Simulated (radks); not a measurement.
Tl2+, configuration [Xe] 4f14 5d10 6s1 (the NIST ground configuration). Calculated with a radial shooting solver on a logarithmic mesh with Libxc functionals: Dirac Kohn-Sham, PBE, spin-unpolarised, spherical densities, finite nucleus; Fermi nuclear charge, rms radius 5.4759 fm.

Spin-orbit splittings of the eigenvalues, e(l+1/2) - e(l-1/2), with zeta = 2 splitting/(2l+1) and mean radii in bohr:

shell  occ.  splitting (eV)  zeta (eV)  <r> j=l-1/2  <r> j=l+1/2
2p        6            2065       1377      0.05589      0.06468
3p        6           459.2      306.1       0.1674       0.1835
3d       10               ?          ?       0.1595       0.1644
4p        6           111.6      74.42       0.3931       0.4274
4d       10           20.83      8.332       0.4333       0.4444
4f       14           4.599      1.314       0.4645       0.4710
5p        6           20.20      13.47       0.9419        1.036
5d       10           2.253     0.9012        1.334        1.383
6p        0           1.946      1.297        2.718        2.989

Estimate the 3d splitting.

Answer. 98.07 eV (zeta = 39.23 eV).
